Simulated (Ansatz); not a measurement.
Species: SnI$_{2}$ (charge -1, doublet). SMILES of the parent species: [I][Sn][I]
Geometry from a B3LYP-D3(BJ)/def2-TZVP (Ansatz, a first-principles code) optimisation:
```
Sn
I 1 2.9234
I 1 2.9234 2 101.12
```
Charge -1, spin multiplicity 2.

### Question
Give the harmonic wavenumbers at B3LYP-D3(BJ)/def2-TZVP (Ansatz, finite differences of forces, unscaled).

### Answer
42, 134, 144 cm⁻¹. Zero-point energy 0.5 kcal/mol.

### Question
From these and the geometry, give the ideal-gas thermochemistry at 298.15 K and 1 atm (rigid rotor, harmonic oscillator).

### Answer
Point group C2v, rotational symmetry number 2. Rotational constants 1.812, 0.3906, 0.3213 GHz. S(trans) 43.64, S(rot) 30.25, S(vib) 10.83, S(elec, spin only) 1.38, S 86.1 cal/(mol K). H(298) - H(0) 3.74 kcal/mol; G - E(el) -21.5 kcal/mol.
